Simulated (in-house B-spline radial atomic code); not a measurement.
The numbers below are computed, except where a source is named.
**Making a Troullier-Martins p channel for Pd, r_c = 1.04 bohr**

Pd, [Kr] 4d10, non-relativistic LDA (VWN5), spherical and spin-unpolarised, from a B-spline radial code for spherical atoms (atomic units). The all-electron 4p level is ε = -1.815214 hartree, its outermost node lies just inside 0.48 bohr and its outer maximum at 0.92 bohr.

Inside r_c the pseudo-orbital is u(r) = r^2 exp(p(r)), with p = c0 + c2 r² + c4 r⁴ + … + c12 r¹². The seven coefficients follow from p and its first four derivatives at r_c, from zero curvature of the screened potential at the origin, c4 = −c2²/(2l + 5), and from the norm inside r_c. At r_c the all-electron orbital has P = 1.067987, P' = -0.6209309, the screened potential V = -4.452695, V' = 11.15203, V'' = -34.49116, and the norm inside is Q = 0.5245299.

Task: What are p, p' and p'' at r_c?

Result: p = ln(P/r_c^2) = ln(1.067987/1.0816) = -0.01267. p' = P'/P − 2/r_c = -0.58140 − 1.92308 = -2.50448. The radial equation gives p'' = 2(V − ε) − 2(2) p'/r_c − p'² = -5.27496 − (-9.63262) − 6.27242 = -1.91477. Differentiating, p''' = 2V' + 2(2)p'/r_c² − 2(2)p''/r_c − 2p'p'' = 10.815, and p'''' = 2V'' − 4(2)p'/r_c³ + 4(2)p''/r_c² − 2(2)p'''/r_c − 2p''² − 2p'p''' = -60.089.

For a trial c2 the five matching conditions are linear in c0, c6, c8, c10 and c12, and c2 is varied until the norm inside r_c equals Q. The root nearest zero gives:

```json
{"n": "0", "c_n": "0.7284351"}
{"n": "2", "c_n": "0.2411465"}
{"n": "4", "c_n": "-0.008307374"}
{"n": "6", "c_n": "-3.415238"}
{"n": "8", "c_n": "4.293542"}
{"n": "10", "c_n": "-2.160078"}
{"n": "12", "c_n": "0.4063586"}
```

Task: Check c4 and p(r_c), and find the screened pseudopotential at the origin.

Result: −c2²/7 = -0.00830737, as listed. The terms c_n r_c^n are 0.72844, 0.26082, -0.00972, -4.32137, 5.87601, -3.19744, 0.65059, which sum to -0.01267. Inverting the radial equation, V_l(r) = ε + 2 p'/r + (p'' + p'²)/2, so V_l(0) = ε + (2l + 3) c2 = -1.815214 + 5 × (0.241146) = -0.6095 hartree, finite where the all-electron potential diverges.

Orbitals and screened potentials:

```json
{"r (bohr)": "0.104", "P": "0.2945", "u": "0.02247", "V all-electron": "-291.0", "V pseudo": "-0.62"}
{"r (bohr)": "0.26", "P": "-0.585", "u": "0.1422", "V all-electron": "-73.64", "V pseudo": "-0.9779"}
{"r (bohr)": "0.416", "P": "-0.2268", "u": "0.3685", "V all-electron": "-32.14", "V pseudo": "-2.532"}
{"r (bohr)": "0.572", "P": "0.4848", "u": "0.6779", "V all-electron": "-17.39", "V pseudo": "-5.282"}
{"r (bohr)": "0.728", "P": "0.9456", "u": "0.9685", "V all-electron": "-10.48", "V pseudo": "-7.251"}
{"r (bohr)": "0.884", "P": "1.105", "u": "1.105", "V all-electron": "-6.701", "V pseudo": "-6.493"}
{"r (bohr)": "1.04", "P": "1.068", "u": "1.068", "V all-electron": "-4.453", "V pseudo": "-4.453"}
```

Logarithmic derivatives P'/P at R = 1.34 bohr, for energies E around ε:

| E − ε (hartree) | all-electron | pseudo |
| --- | --- | --- |
| -0.5 | -0.270362 | -0.2718 |
| -0.25 | -0.720757 | -0.721234 |
| -0.1 | -1.04019 | -1.04028 |
| 0 | -1.27938 | -1.27938 |
| 0.1 | -1.54394 | -1.54406 |
| 0.25 | -1.99923 | -2.00016 |
| 0.5 | -2.9751 | -2.98072 |

Task: With P(R) = 0.7940003 and a norm of 0.7917108 inside R, what slope in energy does norm conservation fix?

Result: d(P'/P)/dE = −2 × (norm inside R)/P(R)² = -2.5116 per hartree·bohr at E = ε, for both atoms, since orbital and norm agree at R. Differences over ±0.1 hartree give -2.5188 (all-electron) and -2.5189 (pseudo), which also hold third-order terms. Half a hartree below ε the two curves differ by -0.0014.
